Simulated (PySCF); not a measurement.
## Identify the compound

The spectra below were simulated for a compound C2H12OSi3.

¹H NMR (500 MHz, computed): δ 5.91 (sept, 1H), 3.68 (q, 2H), 3.48 (d, 6H), 1.25 (t, 3H).

¹³C{¹H} NMR (computed): δ 65.5 (CH2), 20.9 (CH3).

Fast rotation and ring inversion assumed for equivalent nuclei, no relativistic terms, one computed conformer, gas phase. NMR shieldings at PBE0/pcSseg-1/GIAO; GFN2-xTB structure; PySCF.

Scale: ¹H and ¹³C vs TMS (reference shieldings calculated alike).

**Question.** What is the structure?

**Answer.** 
1. The formula gives 0 degrees of unsaturation.
2. 2 carbon signals for 2 carbons: no two carbons are equivalent.
3. Carbon types of the structure: 1 × CH2, 1 × CH3, leaving 7 H on heteroatoms.
4. δC 65.5: sp3 CH2 bonded to O; pulled downfield by the heteroatom.
5. δC 20.9: methyl carbon; aliphatic region, no heteroatom directly attached.
6. δH 5.91: hydrogen on a silicon bonded to O, 2 Si.
7. δH 3.68: hydrogen on an sp3 CH2 bonded to O; its carbon carries O, an electronegative neighbour.
8. δH 3.48: hydrogen on a silicon bonded to Si.
9. δH 1.25: hydrogen on a methyl carbon.

These data were computed for SMILES CCO[SiH]([SiH3])[SiH3].

This is the structure that produced the data.

Shifts are as computed. Against solution values, carbons near 30 ppm lie about +3 ppm off and those near 130 ppm about +5 ppm. Of 1309 compounds with measured shifts, 239 miss one by over three times the rms of a fit or turn the order of signals round; such compounds aren't used in these exercises. Multiplicities follow the n + 1 count of equivalent neighbours, as no J values were calculated; m marks all less simple cases, F and P coupling included.
